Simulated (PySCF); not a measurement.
Compound: CH₁₁ClSi₄.
Geometry (GFN2-xTB, Å), atoms numbered from 1 in this order:
```
atom  x, y, z in Å
Si1   -0.3467    2.3047   -0.4669
Si2   -0.0035    0.0239   -0.0374
Si3   -1.7759   -1.3439   -0.7343
Si4    2.1172   -0.7458   -0.6752
C5    -0.0185   -0.0744    1.8995
Cl6    0.2335   -1.7670    2.4181
H7    -0.3590    2.5347   -1.9125
H8     0.6921    3.1806    0.0838
H9    -1.6158    2.8267    0.0493
H10   -1.6033   -2.7610   -0.4153
H11   -1.9076   -1.2459   -2.1910
H12   -3.0664   -0.9382   -0.1677
H13    2.3690   -2.1504   -0.3522
H14    2.2565   -0.6083   -2.1283
H15    3.2091    0.0275   -0.0741
H16   -0.9650    0.2420    2.3334
H17    0.7773    0.5068    2.3609
```

Theory: PySCF, TDDFT CAM-B3LYP/def2-SVPD, vertical, gas phase, core orbitals frozen in the response.

Transition dipole moments from the ground state, in atomic units and in the frame of the coordinates above (overall signs are arbitrary), for the states with f of 0.002 or more among the lowest 8:

```
state  E (eV)      μx      μy      μz
   S1   6.288   0.059  -0.339  -0.367
   S2   6.438   0.670   0.104   0.012
   S3   6.645  -0.067   0.468  -0.223
   S6   6.998   0.042  -0.192  -0.236
   S7   7.040   0.600   0.096   0.012
   S8   7.050   0.236   0.036   0.003
```

What oscillator strength does each state have?

f = (2/3) ΔE |μ|² with ΔE in hartree (27.2114 eV).

```
state  |μ|² (au)  |μ| (D)      f
   S1      0.253     1.28  0.039
   S2      0.459     1.72  0.072
   S3      0.273     1.33  0.044
   S6      0.094     0.78  0.016
   S7      0.370     1.55  0.064
   S8      0.057     0.61  0.010
```

Label these states by symmetry in Cs.

From a totally symmetric ground state, an allowed state transforms like the component of the dipole operator along its μ. Polarised normal to the mirror plane, so A″: S2, S7 and S8. Polarised in the mirror plane, so A′: S1, S3 and S6.

Which bond between heavy atoms lies closest to the direction of the S2 transition dipole?

Si2–Si3 and Si2–Si4, at 33° from it; next Si2–C5, Si1–Si2 and C5–Cl6 at 90°.

What angle do the transition dipoles of S1 and S6 make?

|cos θ| = |μa·μb| / (|μa| |μb|) = 1.00, so θ ≈ 4° (taken between 0 and 90°, since the signs are arbitrary).

What peak molar absorption coefficient would the strongest computed level give as a lone Gaussian band 0.5 eV wide at half height?

ε(max) = 2.175×10⁸ f / FWHM, with the width in cm⁻¹. S2: 2.175×10⁸ × 0.0725 / 4033 ≈ 3900 L mol⁻¹ cm⁻¹.

Without π bonds the low states may be Rydberg-like; a valence basis with one diffuse set may place them up to an eV too high.
